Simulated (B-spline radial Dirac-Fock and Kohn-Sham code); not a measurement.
Method: relaxed Dirac-Fock hole states (ΔSCF) with Breit and QED corrections and a finite nucleus. Computed with a radial B-spline solver. Correlation energy is missing from these numbers.

Question: Identify the element and charge state from the binding energies below (tabulated ground configuration; the least bound level is included).

| level | binding energy (eV) |
| --- | --- |
| K | 55675.8 |
| M1 | 2199.4 |
| M2 | 1989.6 |
| N1 | 501.4 |
| N2 | 416.8 |
| N5 | 228.7 |
| N6,7 | 63.26 |

Answer: Ho⁴⁺: Z = 67 with 63 electrons, [Xe] 4f9. The hydrogen-like estimate √(E/Ry) = 64.0 for the K level lies 3.0 below Z (screening lowers it, relativity raises it); the outermost level, at 63.26 eV, fixes the charge.
